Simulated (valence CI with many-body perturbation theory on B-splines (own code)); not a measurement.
E1 line list for Pr10+

Level of theory: relativistic CI+MBPT: three valence electrons over a frozen Dirac-Fock core [Kr] 4d10, radial functions for each j: 8 s, 8 p, 9 d, 9 f, 6 g, 3 h, 2 i, with the one-electron correlation potential Σ1 (screened to all orders), the two-electron term Σ2, the three-electron term Σ3, Breit, model QED; selected single and double excitations, second order for the rest, scaled by the run's own slope (own B-spline code, finite nucleus).

No measured levels were compared; by estimate levels hold to about 250 cm⁻¹ or 0.2 % of their energy and the worst to 1 %, as in measured heavy ions of charge 2 to 7; those with d or f electrons hold less well. Core correlation moves these levels by up to 41000 cm⁻¹, and in measured spectra 5 to 20 % of such shifts remained as error; rates that hang on mixing are uncertain with them.

Lines 51 to 100 of 142 in falling wavelength, among levels below 331850 cm⁻¹, chosen from the strongest by gf and those to the six lowest levels. Wavelengths and rates use the calculated energies, so an error of 300 cm⁻¹ moves a line at 608.6 Å by 0.18 % and its rate by three times that or more. Electric multipoles are in the length gauge, E1 and E2 with the static RPA response of the core. Weak lines are less certain than strong ones. Lines between different terms over intervals too small for the method are left out, as are lines whose strength nearly cancels. Where a level lies close to another of its J and parity, the split of strength between their lines is uncertain. The highest levels of a list are the least certain.

Names give the largest LS component (configuration and term), which can be under half, so a name can repeat, a term be missing and a line seem to break the LS rules; names also repeat where a configuration has a term twice. Letters in brackets count levels of one name in rising energy.

| λ vac (Å) | Upper | Lower | A (s⁻¹) | S (a.u.) with core polarisation | S without |
| --- | --- | --- | --- | --- | --- |
| 608.6 | 4f²5s ⁴H_9/2 | 4f5s² ²F°_7/2 | 3.53e+03 | 3.93e-06 | 4.60e-06 |
| 601.0 | 4f²5s ⁴H_7/2 | 4f5s² ²F°_5/2 | 2.01e+05 | 1.73e-04 | 2.23e-04 |
| 596.1 | 4f5p² ⁴G°_5/2 | 4f5s5p ²F_5/2 [a] | 1.75e+09 | 1.10e+00 | 1.45e+00 |
| 589.9 | 5s5p² ⁴P_3/2 | 4f5s² ²F°_5/2 | 4.64e+06 | 1.88e-03 | 2.30e-03 |
| 586.6 | 4f²5s ⁴F_5/2 | 4f5s² ²F°_7/2 | 2.81e+06 | 1.68e-03 | 2.14e-03 |
| 584.9 | 4f²5s ⁴F_7/2 [a] | 4f5s² ²F°_7/2 | 4.12e+07 | 3.25e-02 | 4.27e-02 |
| 584.9 | 4f²5s ²P_1/2 | 5s²5p ²P°_3/2 | 7.61e+07 | 1.50e-02 | 1.99e-02 |
| 582.3 | 4f²5s ⁴F_9/2 | 4f5s² ²F°_7/2 | 9.11e+06 | 8.87e-03 | 1.17e-02 |
| 578.4 | 4f²5s ²P_3/2 | 5s²5p ²P°_3/2 | 9.63e+07 | 3.68e-02 | 4.85e-02 |
| 577.1 | 4f²5s ⁴F_3/2 | 4f5s² ²F°_5/2 | 4.93e+06 | 1.87e-03 | 2.47e-03 |
| 576.2 | 5s5p² ⁴P_3/2 | 5s²5p ²P°_1/2 | 1.87e+07 | 7.06e-03 | 9.36e-03 |
| 576.0 | 4f²5s ⁴F_7/2 [b] | 4f5s² ²F°_7/2 | 9.52e+07 | 7.19e-02 | 9.42e-02 |
| 575.3 | 4f²5s ⁴F_5/2 | 4f5s² ²F°_5/2 | 1.19e+07 | 6.73e-03 | 8.81e-03 |
| 574.8 | 4f5s5p ⁴F_9/2 [b] | 4f5s² ²F°_7/2 | 8.16e+06 | 7.65e-03 | 9.95e-03 |
| 573.7 | 4f²5s ⁴F_7/2 [a] | 4f5s² ²F°_5/2 | 5.15e+06 | 3.84e-03 | 5.10e-03 |
| 573.2 | 4f5s5p ⁴F_5/2 [b] | 4f5s² ²F°_7/2 | 1.26e+07 | 7.04e-03 | 8.53e-03 |
| 570.6 | 4f²5s ²H_9/2 | 4f5s² ²F°_7/2 | 1.53e+05 | 1.40e-04 | 1.72e-04 |
| 570.3 | 4f5p² ⁴G°_5/2 | 4f5s5p ⁴F_5/2 [a] | 1.73e+09 | 9.49e-01 | 1.25e+00 |
| 569.7 | 4f5p² ⁴G°_5/2 | 4f5s5p ²F_7/2 [a] | 2.27e+09 | 1.24e+00 | 1.64e+00 |
| 566.0 | 4f5s5p ²F_5/2 [b] | 5s²5p ²P°_3/2 | 5.51e+07 | 2.96e-02 | 3.89e-02 |
| 565.1 | 4f²5s ⁴F_7/2 [b] | 4f5s² ²F°_5/2 | 1.27e+07 | 9.03e-03 | 1.19e-02 |
| 564.6 | 4f²5s ²G_7/2 | 4f5s² ²F°_7/2 | 8.78e+05 | 6.24e-04 | 8.48e-04 |
| 564.0 | 4f²5s ⁴F_3/2 | 5s²5p ²P°_1/2 | 5.93e+06 | 2.10e-03 | 2.74e-03 |
| 562.5 | 4f5p² ⁴G°_5/2 | 4f5s5p ⁴F_3/2 | 1.67e+09 | 8.79e-01 | 1.16e+00 |
| 562.4 | 4f5s5p ⁴F_5/2 [b] | 4f5s² ²F°_5/2 | 9.96e+07 | 5.25e-02 | 6.82e-02 |
| 561.7 | 4f²5s ²G_9/2 | 4f5s² ²F°_7/2 | 7.20e+06 | 6.30e-03 | 8.03e-03 |
| 561.2 | 5s5p² ⁴P_5/2 | 4f5s² ²F°_7/2 | 1.86e+07 | 9.71e-03 | 1.16e-02 |
| 558.6 | 5s5p² ²D_3/2 | 5s²5p ²P°_3/2 | 2.89e+08 | 9.95e-02 | 1.30e-01 |
| 554.7 | 4f5p² ⁴G°_5/2 | 4f5s5p ⁴F_7/2 | 9.48e+08 | 4.79e-01 | 6.32e-01 |
| 554.1 | 4f²5s ²G_7/2 | 4f5s² ²F°_5/2 | 9.48e+06 | 6.37e-03 | 8.12e-03 |
| 553.9 | 4f5s5p ²F_7/2 [b] | 4f5s² ²F°_7/2 | 1.08e+08 | 7.23e-02 | 9.44e-02 |
| 550.8 | 5s5p² ⁴P_5/2 | 4f5s² ²F°_5/2 | 2.91e+07 | 1.44e-02 | 1.92e-02 |
| 550.1 | 4f²5s ²F_5/2 | 4f5s² ²F°_7/2 | 7.68e+04 | 3.78e-05 | 3.76e-05 |
| 548.0 | 4f²5p ⁴I°_9/2 | 4f5s5p ⁴F_7/2 | 7.56e+06 | 6.14e-03 | 7.87e-03 |
| 547.8 | 4f5s5p ⁴D_3/2 | 4f5s² ²F°_5/2 | 7.03e+07 | 2.28e-02 | 2.97e-02 |
| 543.8 | 4f5s5p ²F_7/2 [b] | 4f5s² ²F°_5/2 | 7.54e+07 | 4.79e-02 | 6.29e-02 |
| 543.1 | 4f5p² ⁴G°_5/2 | 4f5s5p ⁴G_5/2 | 3.11e+08 | 1.47e-01 | 1.94e-01 |
| 542.3 | 4f²5s ²F_7/2 | 4f5s² ²F°_7/2 | 5.22e+07 | 3.29e-02 | 4.25e-02 |
| 540.7 | 5s5p² ²P_1/2 | 5s²5p ²P°_3/2 | 1.70e+08 | 2.65e-02 | 3.50e-02 |
| 540.1 | 4f²5s ²F_5/2 | 4f5s² ²F°_5/2 | 2.40e+07 | 1.12e-02 | 1.43e-02 |
| 538.7 | 4f5s5p ²D_5/2 [a] | 4f5s² ²F°_7/2 | 1.41e+08 | 6.51e-02 | 8.49e-02 |
| 536.0 | 4f5s5p ⁴D_3/2 | 5s²5p ²P°_1/2 | 8.78e+07 | 2.67e-02 | 3.49e-02 |
| 532.6 | 4f²5s ²F_7/2 | 4f5s² ²F°_5/2 | 9.50e+05 | 5.67e-04 | 7.47e-04 |
| 530.7 | 4f5s5p ²D_5/2 [b] | 5s²5p ²P°_3/2 | 1.20e+09 | 5.32e-01 | 7.04e-01 |
| 530.2 | 4f5s5p ²D_3/2 | 5s²5p ²P°_3/2 | 7.01e+07 | 2.06e-02 | 2.60e-02 |
| 529.2 | 4f5s5p ⁴D_1/2 | 5s²5p ²P°_1/2 | 2.57e+05 | 3.76e-05 | 5.02e-05 |
| 529.2 | 4f5s5p ²D_5/2 [a] | 4f5s² ²F°_5/2 | 2.91e+08 | 1.28e-01 | 1.67e-01 |
| 529.0 | 4f5s5p ²G_9/2 [a] | 4f5s² ²F°_7/2 | 3.66e+06 | 2.67e-03 | 3.40e-03 |
| 524.2 | 4f²5s ²D_3/2 [a] | 4f5s² ²F°_5/2 | 8.71e+07 | 2.48e-02 | 3.11e-02 |
| 523.9 | 4f²5s ²D_5/2 | 4f5s² ²F°_7/2 | 6.85e+07 | 2.92e-02 | 3.70e-02 |
